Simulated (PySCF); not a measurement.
CCl2F3In, SMILES F[C](F)(F)[In]([Cl])[Cl].

Coordinates come from a B3LYP-D3(BJ)/def2-SVP optimisation. The structure was generated by enumeration; whether it is a known compound was not checked. The def2 effective core potentials stand for the cores of In; spin–orbit coupling is left out.

All values below come from M06-2X/def2-TZVP run with PySCF.

Gas-phase values at a fixed geometry.

Computed frontier levels, gap, dipole moment and polarisability:
```
Item                                                                                                            Result
---------------------------------------------------------------------------------------------  -----------------------
highest occupied level                                                                                       -10.32 eV
lowest empty level                                                                                            -1.95 eV
orbital gap                                                                                                    8.37 eV
dipole moment                                                                                                   0.64 D
quadrupole, principal values (traceless, Buckingham form, about the centre of nuclear charge)  -6.41, -4.79, 11.20 D·Å
mean static polarisability                                                                       72.5 bohr³ (10.74 Å³)
polarisability, principal values                                                                51.0, 82.4, 84.0 bohr³
```
